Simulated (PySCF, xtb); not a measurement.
tert-butylthiol (C₄H₁₀S), SMILES CC(C)(C)S. Other conformers were not sampled.

Harmonic wavenumbers (cm⁻¹) from GFN2-xTB (xtb) at its own minimum, in rising order: 163, 203, 236, 240, 269, 283, 357, 392, 393, 601, 818, 852, 960, 965, 969, 1034, 1039, 1177, 1240, 1249, 1405, 1405, 1425, 1478, 1488, 1488, 1494, 1495, 1506, 2436, 3015, 3017, 3022, 3026, 3027, 3033, 3039, 3040, 3041.

Q: What does PBE0-D3(BJ)/def2-SVP run with PySCF give at its own minimum? (The exact figures need the calculation; the answer reports its results.)

A: 210, 259, 285, 286, 300, 304, 369, 397, 403, 606, 846, 881, 941, 950, 955, 1040, 1049, 1193, 1253, 1265, 1381, 1381, 1404, 1442, 1450, 1455, 1469, 1471, 1485, 2707, 3042, 3046, 3053, 3134, 3138, 3149, 3157, 3162, 3163. Paired by order, the mean absolute difference is 45 cm⁻¹ and the zero-point energies are 80.5 and 82.2 kcal/mol.
